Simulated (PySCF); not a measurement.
# Tellurium: a sound run and one with changed settings

Sound run: Te²⁺ [Kr] 4d10 5s2 5p2, Te³⁺ [Kr] 4d10 5s2 5p1. Calculation: PySCF 2.14, in x2c-SVPall (6s5p3d, 36 functions); scalar relativity by spin-free X2C-1e. The sound run starts from symmetry-adapted Hartree-Fock orbitals and uses a fine grid where one is needed.

A second run was set up differently.

```json
{"species": "Te²⁺", "method": "UHF", "sound run (hartree)": "-6789.16109", "changed run (hartree)": "-6789.16109", "converged": "yes"}
{"species": "Te²⁺", "method": "LDA", "sound run (hartree)": "-6785.56331", "changed run (hartree)": "-6785.56376", "converged": "yes"}
{"species": "Te²⁺", "method": "PBE", "sound run (hartree)": "-6791.49301", "changed run (hartree)": "-6791.49336", "converged": "yes"}
{"species": "Te³⁺", "method": "UHF", "sound run (hartree)": "-6788.16811", "changed run (hartree)": "-6788.16811", "converged": "yes"}
{"species": "Te³⁺", "method": "LDA", "sound run (hartree)": "-6784.54033", "changed run (hartree)": "-6784.54003", "converged": "yes"}
{"species": "Te³⁺", "method": "PBE", "sound run (hartree)": "-6790.47829", "changed run (hartree)": "-6790.47801", "converged": "yes"}
```

Ionisation energy of Te²⁺:

| method | sound run (eV) | changed run (eV) |
| --- | --- | --- |
| UHF | 27.020 | 27.020 |
| LDA | 27.837 | 27.857 |
| PBE | 27.612 | 27.629 |

**Question.** What was changed?
A. level shift left on
B. angular grid far too coarse
C. basis contracted for another Hamiltonian
D. too few SCF iterations

**Answer.** B. It used 14 angular points. A coarse angular grid integrates products of high-l functions wrongly, so density functionals can shift, and the SCF can exploit the error; Hartree-Fock and MP2 need no grid.
